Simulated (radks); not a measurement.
Spherical quantum dot in the effective-mass picture: electrons in a parabolic well V = omega^2 r^2 / 2 with omega = 0.0628, with a point charge +1 (a donor) at the centre, all in effective atomic units (hartree* = m*/eps^2 hartree, bohr* = eps/m* bohr), one dielectric constant everywhere. Method: non-relativistic Kohn-Sham, LDA (Slater exchange, Perdew-Wang correlation), spin-polarised, spherical densities; computed with a radial shooting solver with Libxc functionals. Levels are named by radial order and angular momentum (1s, 1p, 1d, 2s, ...), and open shells are averaged over m. Results are scaled to m* = 0.056 and eps = 14.5, for which hartree* = 7.248 meV and bohr* = 13.7 nm.

N = 18, configuration 1s2 1p6 1d(up 5, down 3) 2s2. This is the lowest configuration that the search found (a dilute case). Occupied levels:

level    occupation  eigenvalue (meV)  <r> (nm)
1s up             1            10.515     49.56
1s down           1            10.517     45.77
2s up             1            10.684     150.2
2s down           1            10.706     153.5
1p up             3            10.715     166.4
1p down           3            10.740     166.3
1d up             5            10.826     176.0
1d down           3            10.851     176.3

Energy (meV): total 104.341, kinetic 7.3103, external 17.668, Hartree 93.315, exchange-correlation -13.952.
